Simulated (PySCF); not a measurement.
Two-dimensional NMR puzzle

Compound of formula C₈H₆ClFO. Correlations simulated from computed shifts and the bond graph:

HSQC (one-bond C–H):
```csv
δH,δC
8.37,127.5
8.19,133.2
7.62,136.9
2.56,18.1
```

COSY cross peaks (H two or three bonds apart, from the bond graph; peaks can be absent where the dihedral angle is near 90°):
```csv
δH,δH
8.19,7.62
```

HMBC (two and three bonds, from the bond graph):
```csv
δH,δC
8.37,"175.6, 170.5, 141.5, 136.0, 133.2"
8.19,"175.6, 141.5, 136.9, 136.0, 127.5"
7.62,"170.5, 141.5, 136.0, 133.2, 18.1"
2.56,"170.5, 141.5, 136.9"
```

Carbons without hydrogens: δ 175.6, 170.5, 141.5, 136.0.

Computational details: shieldings: GIAO PBE0/pcSseg-1, structure optimised with GFN2-xTB, in PySCF (equivalent nuclei averaged, a single conformation, isolated molecule, no relativistic terms).

Chemical shifts δ = σref − σ; TMS for $^{1}$H, $^{13}$C, all at this level.

Exchangeable hydrogens are left out of these lists.

Which molecule is this?

Answers

SMILES Cc1ccc(C(=O)Cl)cc1F.

Atoms are numbered as in `[CH3:1][c:2]1[cH:3][cH:4][c:5]([C:6](=[O:7])[Cl:8])[cH:9][c:10]1[F:11]`; H(Xn) means a hydrogen on atom n.

1. δC 175.6 is C6, a carbonyl carbon.
2. δC 170.5 is C10, an aromatic carbon bearing fluorine.
3. δC 141.5 is C2, a substituted aromatic carbon.
4. δC 136.9 is C3, an aromatic CH (δH 7.62).
5. δC 136.0 is C5, a substituted aromatic carbon.
6. δC 133.2 is C4, an aromatic CH (δH 8.19).
7. δC 127.5 is C9, an aromatic CH (δH 8.37).
8. δC 18.1 is C1, a methyl carbon on an aromatic ring (δH 2.56).
9. HMBC from δH 8.37 reaches the proton-free carbons C6, C10, C2, C5.
10. HMBC from δH 8.19 reaches the proton-free carbons C6, C2, C5.
11. HMBC from δH 7.62 reaches the proton-free carbons C10, C2, C5.
12. HMBC from δH 2.56 reaches the proton-free carbons C10, C2.
13. COSY links 8.19–7.62.

The shifts were computed for this structure.

Carbons that carry Cl, above all several Cl atoms, come out too deshielded, partly because spin–orbit coupling is missing. Shifts are as computed. Against solution values, carbons near 30 ppm lie about +3 ppm off and those near 130 ppm about +5 ppm; carbons on Cl a further +6 ppm. Of 1211 compounds with measured shifts, 218 miss one by over three times the rms of a fit or turn the order of signals round; such compounds aren't used in these exercises.
